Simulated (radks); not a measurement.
Values are calculated unless marked as measured or tabulated.
Q: Er VI, 63 electrons, occupied as [Kr] 4d10 4f10 5s2 5p5. Code: a radial shooting solver on a logarithmic mesh with Libxc functionals. Model: scalar-relativistic Kohn-Sham, PBE, spin-unpolarised, spherical densities, finite nucleus; Fermi nuclear charge, rms radius 5.2516 fm. Some entries of the table are withheld. Estimate them.

| orbital | occ. | eigenvalue (eV) | <r^2> (bohr^2) | r(max) (bohr) |
|---|---|---|---|---|
| 1s | 2 | -57434.60 | 0.0005680 | 0.01286 |
| 2s | 2 | -9710.239 | 0.008836 | 0.07324 |
| 2p | 6 | -8597.744 | (1) | 0.05956 |
| 3s | 2 | -2233.557 | 0.05804 | 0.2072 |
| 3p | 6 | -1895.039 | 0.05842 | 0.2039 |
| 3d | 10 | (2) | (3) | 0.1664 |
| 4s | 2 | -499.2675 | 0.2903 | 0.4735 |
| 4p | 6 | -387.6220 | 0.3283 | 0.4948 |
| 4d | 10 | -237.9060 | 0.3890 | 0.5105 |
| 5s | 2 | -115.5176 | 1.580 | 1.085 |
| 5p | 5 | -86.9701 | (4) | (5) |
| 4f | 10 | -73.3610 | 0.6462 | 0.5006 |

A: 
(1) 2p <r^2> (bohr^2): 0.007187
(2) 3d eigenvalue (eV): -1470.992
(3) 3d <r^2> (bohr^2): 0.04874
(4) 5p <r^2> (bohr^2): 2.051
(5) 5p r(max) (bohr): 1.215
